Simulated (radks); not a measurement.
Results of a calculation; reference values are marked as such.
The selenium ion Se+ inside a hard spherical wall (all orbitals vanish at R), configuration held at [Ar] 3d10 4s2 4p3 and not refilled when levels cross. Level of theory: non-relativistic Kohn-Sham, PBE, spin-polarised, spherical densities, point nucleus; open shells are filled with parallel spins first (a radial shooting solver on a logarithmic mesh with Libxc functionals). Eigenvalues in eV for spin up, with the zero of energy where the potential of the charges vanishes at infinity; a dash marks a level that is unbound or too diffuse for the functional's potential to be trusted. A positive occupied level is held by the wall or, in an anion where self-interaction has pushed it up, behind a barrier. The pressure on the wall is -dE/dV.

[
 {"R (bohr)": "free", "E (hartree)": "-2400.83241", "kinetic (hartree)": "2399.410", "e(3p)": "-161.68", "e(3d)": "-64.793", "e(4s)": "-27.237", "e(4p)": "-16.416", "e(5s, empty)": "-", "e(4d, empty)": "-", "pressure (GPa)": "0"},
 {"R (bohr)": "20", "E (hartree)": "-2400.83241", "kinetic (hartree)": "2399.410", "e(3p)": "-161.68", "e(3d)": "-64.793", "e(4s)": "-27.237", "e(4p)": "-16.416", "e(5s, empty)": "-", "e(4d, empty)": "-", "pressure (GPa)": "< 0.0001"},
 {"R (bohr)": "15", "E (hartree)": "-2400.83241", "kinetic (hartree)": "2399.410", "e(3p)": "-161.68", "e(3d)": "-64.793", "e(4s)": "-27.237", "e(4p)": "-16.416", "e(5s, empty)": "-5.483", "e(4d, empty)": "-4.010", "pressure (GPa)": "< 0.0001"},
 {"R (bohr)": "8", "E (hartree)": "-2400.83233", "kinetic (hartree)": "2399.411", "e(3p)": "-161.67", "e(3d)": "-64.786", "e(4s)": "-27.232", "e(4p)": "-16.411", "e(5s, empty)": "-4.985", "e(4d, empty)": "-3.754", "pressure (GPa)": "0.00579"},
 {"R (bohr)": "7", "E (hartree)": "-2400.83185", "kinetic (hartree)": "2399.417", "e(3p)": "-161.64", "e(3d)": "-64.757", "e(4s)": "-27.211", "e(4p)": "-16.388", "e(5s, empty)": "-4.280", "e(4d, empty)": "-3.445", "pressure (GPa)": "0.0521"},
 {"R (bohr)": "3.5", "E (hartree)": "-2400.44831", "kinetic (hartree)": "2401.505", "e(3p)": "-155.89", "e(3d)": "-59.098", "e(4s)": "-22.734", "e(4p)": "-10.718", "e(5s, empty)": "26.921", "e(4d, empty)": "8.758", "pressure (GPa)": "136"},
 {"R (bohr)": "3", "E (hartree)": "-2399.85096", "kinetic (hartree)": "2404.004", "e(3p)": "-151.05", "e(3d)": "-54.363", "e(4s)": "-17.870", "e(4p)": "-4.572", "e(5s, empty)": "51.645", "e(4d, empty)": "18.455", "pressure (GPa)": "486"},
 {"R (bohr)": "2.5", "E (hartree)": "-2398.22818", "kinetic (hartree)": "2409.879", "e(3p)": "-142.44", "e(3d)": "-45.941", "e(4s)": "-6.544", "e(4p)": "9.189", "e(5s, empty)": "100.89", "e(4d, empty)": "37.824", "pressure (GPa)": "1970"}
]
